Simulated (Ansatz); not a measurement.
Isomers of ScAu4⁺ (singlet), relaxed with B3LYP-D4/def2-SVP; total energies from Ansatz at PBE-QIDH/def2-TZVP.

```tsv
isomer	description	energy (Eh)
A	point group Cs; 4 × Au–Sc 2.55 to 2.70 Å; 3 × Au–Au 2.64 to 2.89 Å	-1302.48348
B	point group Cs; 4 × Au–Sc 2.42 to 2.72 Å; 2 × Au–Au 2.68 Å	-1302.48210
C	point group not assigned; 4 × Au–Sc 2.56 to 2.69 Å; 3 × Au–Au 2.64 to 2.88 Å	-1302.48392
```

In the def2 sets Au takes a core potential; there is no spin–orbit coupling. Correlated methods freeze 5 core orbitals; core or outer-core shells of Sc, Au are correlated, in sets that lack core-valence functions.

A: The test of the restricted singlet for broken spin symmetry was undecided. B: The test of the restricted singlet for broken spin symmetry was undecided. C: The test of the restricted singlet for broken spin symmetry was undecided.

The isomers come from a short search, and lower ones may exist.

Task: Work out the relative energies (1 Eh = 2625.5 kJ/mol) and the Boltzmann populations at 1200 K from electronic energies alone (R = 8.314 J/mol/K).

Result: ΔE: A 1.2, B 4.8, C 0.0 kJ/mol. RT = 9.98 kJ/mol. Factors exp(−ΔE/RT): A 0.887, B 0.618, C 1; sum 2.505. Populations: A 35.4 %, B 24.7 %, C 39.9 %. Zero-point energy, vibrational entropy and symmetry numbers are left out and can shift these; an error of 4 kJ/mol changes a ratio by a factor of 1.5. Over the other density-functional and correlated levels in def2 sets, the gap between C and A ranges from -1 to 2 kJ/mol.
